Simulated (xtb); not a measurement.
C4H12Ge (SMILES C[C](C)(C)[GeH3]), singlet, from a rough starting geometry; xtb with GFN2-xTB.

xtb was given this input:
```
$ xtb mol.xyz --gfn 2 --opt vtight --json

# file mol.xyz
17

Ge     0.69225968     1.65969937     0.14843637
C     -0.07659335    -0.16783258    -0.03930470
C     -0.23433401    -0.71150209     1.33112968
C      0.85033395    -1.01246140    -0.83984910
C     -1.39377560     0.00635846    -0.68164636
H      1.92564785     1.66125976     1.06034434
H      1.13470213     2.29770225    -1.06586129
H     -0.22549804     2.61604828     0.85535652
H     -0.63380826    -1.76584574     1.22691983
H      0.73087500    -0.85271335     1.86146791
H     -0.93285037    -0.17866764     2.02708076
H      1.84718043    -1.11908822    -0.38123280
H      0.99300128    -0.55639385    -1.82736809
H      0.46308825    -2.00315559    -0.99031336
H     -1.31926707     0.39306612    -1.71409948
H     -2.10495592     0.61865152    -0.09855777
H     -1.89229494    -1.00617417    -0.86601704
```

Q: Write the output that xtb gives for this input, abridged.

A: 
```
   ID    Z sym.   atoms
    1   32 Ge     1
    2    6 C      2-5
    3    1 H      6-17

           -------------------------------------------------
          |                Calculation Setup                |
           -------------------------------------------------

           -------------------------------------------------
          |                 G F N 2 - x T B                 |
           -------------------------------------------------

          ...................................................
          :                      SETUP                      :
          :.................................................:
          :  # basis functions                  38          :
          :  # atomic orbitals                  37          :
          :  # shells                           23          :
          :  # electrons                        32          :
          :  max. iterations                   250          :
          :  Hamiltonian                  GFN2-xTB          :
          :  restarted?                      false          :
          :  GBSA solvation                  false          :
          :  PC potential                    false          :
          :  electronic temp.          300.0000000     K    :
          :  accuracy                    1.0000000          :
          :  -> integral cutoff          0.2500000E+02      :
          :  -> integral neglect         0.1000000E-07      :
          :  -> SCF convergence          0.1000000E-05 Eh   :
          :  -> wf. convergence          0.1000000E-03 e    :
          :  Broyden damping             0.4000000          :
          :  net charge                          0          :
          :  unpaired electrons                  0          :
          ...................................................

 iter      E             dE          RMSdq      gap      omega  full diag
   1    -16.7059479 -0.167059E+02  0.258E+00    6.83       0.0  T
   2    -16.7578680 -0.519201E-01  0.538E+00    7.59       1.0  T
   3    -16.7735629 -0.156949E-01  0.475E+00    7.48       1.0  T
   4    -16.7825139 -0.895107E-02  0.230E+00    7.44       1.0  T
   5    -16.8002143 -0.177004E-01  0.124E-01    7.11       1.0  T
   6    -16.8002544 -0.400912E-04  0.703E-02    7.12       1.0  T
   7    -16.8002598 -0.540297E-05  0.186E-02    7.12       1.3  T
   8    -16.8002607 -0.830897E-06  0.605E-03    7.12       4.0  T
   9    -16.8002608 -0.119760E-06  0.112E-03    7.12      21.7  T
  10    -16.8002608 -0.242490E-09  0.594E-04    7.12      40.8  T
  11    -16.8002608 -0.390102E-09  0.140E-04    7.12     173.0  T

   *** convergence criteria satisfied after 11 iterations ***

         :::::::::::::::::::::::::::::::::::::::::::::::::::::
         ::                     SUMMARY                     ::
         :::::::::::::::::::::::::::::::::::::::::::::::::::::
         :: total energy             -16.585368515878 Eh    ::
         :: gradient norm              0.105756032729 Eh/a0 ::
         :: HOMO-LUMO gap              7.118660631974 eV    ::
         ::.................................................::
         :: SCC energy               -16.800223927467 Eh    ::
         :: -> isotropic ES            0.001108332861 Eh    ::
         :: -> anisotropic ES          0.004634550031 Eh    ::
         :: -> anisotropic XC          0.009667541602 Eh    ::
         :: -> dispersion             -0.010935214665 Eh    ::
         :: repulsion energy           0.214855411589 Eh    ::
         :: add. restraining           0.000000000000 Eh    ::
         :: total charge              -0.000000000000 e     ::
         :::::::::::::::::::::::::::::::::::::::::::::::::::::

      -----------------------------------------------------------
     |                   =====================                   |
     |                        A N C O P T                        |
     |                   =====================                   |
     |               Approximate Normal Coordinate               |
     |                Rational Function Optimizer                |
      -----------------------------------------------------------
      -----------------------------------------------------------
     |                   =====================                   |
     |                        A N C O P T                        |
     |                   =====================                   |
     |               Approximate Normal Coordinate               |
     |                Rational Function Optimizer                |
      -----------------------------------------------------------

          ...................................................
          :                      SETUP                      :
          :.................................................:
          :   optimization level         verytight          :
          :   max. optcycles                   340          :
          :   ANC micro-cycles                  20          :
          :   degrees of freedom                45          :
          :.................................................:
          :   RF solver                   davidson          :
          :   write xtbopt.log                true          :
          :   linear?                        false          :
          :   energy convergence         0.1000000E-06 Eh   :
          :   grad. convergence          0.2000000E-03 Eh/α :
          :   maxmium RF displ.          1.0000000          :
          :   Hlow (freq-cutoff)         0.1000000E-01      :
          :   Hmax (freq-cutoff)         5.0000000          :
          :   S6 in model hess.         20.0000000          :
          ...................................................

generating ANC from exact Hessian ...
Using Lindh-Hessian (1995)
 Shifting diagonal of input Hessian by    9.0263145853585885E-003
 Lowest  eigenvalues of input Hessian
    0.000000    0.000000    0.000000    0.000000    0.000000    0.000000
[...]
 * total energy  :   -16.5976632 Eh     change       -0.5882566E-06 Eh
 * total energy  :   -16.5976636 Eh     change       -0.3338608E-06 Eh
 * total energy  :   -16.5976639 Eh     change       -0.3171535E-06 Eh
 * total energy  :   -16.5976642 Eh     change       -0.2887918E-06 Eh
 * total energy  :   -16.5976644 Eh     change       -0.2446656E-06 Eh
 * total energy  :   -16.5976646 Eh     change       -0.2004865E-06 Eh
 * total energy  :   -16.5976648 Eh     change       -0.1682793E-06 Eh
 * total energy  :   -16.5976649 Eh     change       -0.1505386E-06 Eh
 * total energy  :   -16.5976651 Eh     change       -0.1379678E-06 Eh
 * total energy  :   -16.5976652 Eh     change       -0.1230780E-06 Eh
 * total energy  :   -16.5976653 Eh     change       -0.1039358E-06 Eh
 * total energy  :   -16.5976654 Eh     change       -0.8462019E-07 Eh
   *** GEOMETRY OPTIMIZATION CONVERGED AFTER 32 ITERATIONS ***
         :: total energy             -16.597665381384 Eh    ::
[...]
           -------------------------------------------------

    * Orbital Energies and Occupations

         #    Occupation            Energy/Eh            Energy/eV
      -------------------------------------------------------------
         1        2.0000           -0.6323930             -17.2083
       ...           ...                  ...                  ...
         4        2.0000           -0.5884098             -16.0114
         5        2.0000           -0.5374836             -14.6257
         6        2.0000           -0.5007164             -13.6252
         7        2.0000           -0.4967099             -13.5162
         8        2.0000           -0.4967087             -13.5161
         9        2.0000           -0.4656599             -12.6713
        10        2.0000           -0.4656573             -12.6712
        11        2.0000           -0.4519921             -12.2993
        12        2.0000           -0.4358240             -11.8594
        13        2.0000           -0.4358219             -11.8593
        14        2.0000           -0.4307960             -11.7226
        15        2.0000           -0.4307951             -11.7225
        16        2.0000           -0.3929255             -10.6920 (HOMO)
        17                         -0.1252200              -3.4074 (LUMO)
        18                         -0.0954187              -2.5965
        19                         -0.0954140              -2.5963
        20                          0.0247315               0.6730
        21                          0.0282587               0.7690
        22                          0.0282661               0.7692
        23                          0.1067204               2.9040
        24                          0.1182972               3.2190
        25                          0.1182978               3.2190
        26                          0.1572581               4.2792
        27                          0.2109214               5.7395
       ...                                ...                  ...
        37                          1.2426998              33.8156
      -------------------------------------------------------------
                  HL-Gap            0.2677054 Eh            7.2846 eV
             Fermi-level           -0.2590728 Eh           -7.0497 eV

     #   Z          covCN         q      C6AA      α(0)
     1  32 Ge       3.773     0.098   169.765    23.386
     2   6 C        3.805    -0.010    20.753     6.485
     3   6 C        3.784    -0.102    22.457     6.750
     4   6 C        3.784    -0.102    22.457     6.750
     5   6 C        3.784    -0.102    22.457     6.750
     6   1 H        0.938    -0.025     3.520     2.933
     7   1 H        0.938    -0.025     3.520     2.933
     8   1 H        0.938    -0.025     3.520     2.933
     9   1 H        0.925     0.031     2.565     2.505
    10   1 H        0.925     0.033     2.547     2.496
    11   1 H        0.925     0.033     2.547     2.496
    12   1 H        0.925     0.033     2.547     2.496
    13   1 H        0.925     0.033     2.547     2.496
    14   1 H        0.925     0.031     2.565     2.505
    15   1 H        0.925     0.033     2.547     2.496
    16   1 H        0.925     0.033     2.547     2.496
    17   1 H        0.925     0.031     2.565     2.505

 Mol. C6AA /au·bohr⁶  :       2662.445661
 Mol. C8AA /au·bohr⁸  :      86462.657781
 Mol. α(0) /au        :         81.411678

Wiberg/Mayer (AO) data.
largest (>0.10) Wiberg bond orders for each atom

 ---------------------------------------------------------------------------
     #   Z sym  total        # sym  WBO       # sym  WBO       # sym  WBO
 ---------------------------------------------------------------------------
     1  32 Ge   3.507 --     7 H    0.865     8 H    0.865     6 H    0.865
                             2 C    0.819
     2   6 C    3.991 --     4 C    1.013     3 C    1.013     5 C    1.013
                             1 Ge   0.819
     3   6 C    3.997 --     2 C    1.013    10 H    0.982    11 H    0.982
                             9 H    0.981
     4   6 C    3.997 --     2 C    1.013    13 H    0.982    12 H    0.982
                            14 H    0.981
     5   6 C    3.997 --     2 C    1.013    16 H    0.982    15 H    0.982
                            17 H    0.981
     6   1 H    0.999 --     1 Ge   0.865
     7   1 H    0.999 --     1 Ge   0.865
     8   1 H    0.999 --     1 Ge   0.865
     9   1 H    0.999 --     3 C    0.981
    10   1 H    0.999 --     3 C    0.982
    11   1 H    0.999 --     3 C    0.982
    12   1 H    0.999 --     4 C    0.982
    13   1 H    0.999 --     4 C    0.982
    14   1 H    0.999 --     4 C    0.981
    15   1 H    0.999 --     5 C    0.982
    16   1 H    0.999 --     5 C    0.982
    17   1 H    0.999 --     5 C    0.981
 ---------------------------------------------------------------------------

Topologies differ in total number of bonds
Writing topology from bond orders to xtbtopo.mol

molecular dipole:
                 x           y           z       tot (Debye)
 q only:       -0.015      -0.035      -0.004
   full:       -0.161      -0.372      -0.044       1.037
molecular quadrupole (traceless):
                xx          xy          yy          xz          yz          zz
 q only:        0.090      -0.181      -0.251      -0.022      -0.050       0.162
  q+dip:        0.674      -1.357      -1.888      -0.162      -0.377       1.214
   full:        0.484      -0.970      -1.353      -0.116      -0.270       0.869

optimized geometry written to: xtbopt.xyz

           -------------------------------------------------
          | TOTAL ENERGY              -16.597665381384 Eh   |
          | GRADIENT NORM               0.000023480786 Eh/α |
          | HOMO-LUMO GAP               7.284635228054 eV   |
           -------------------------------------------------

normal termination of xtb
```
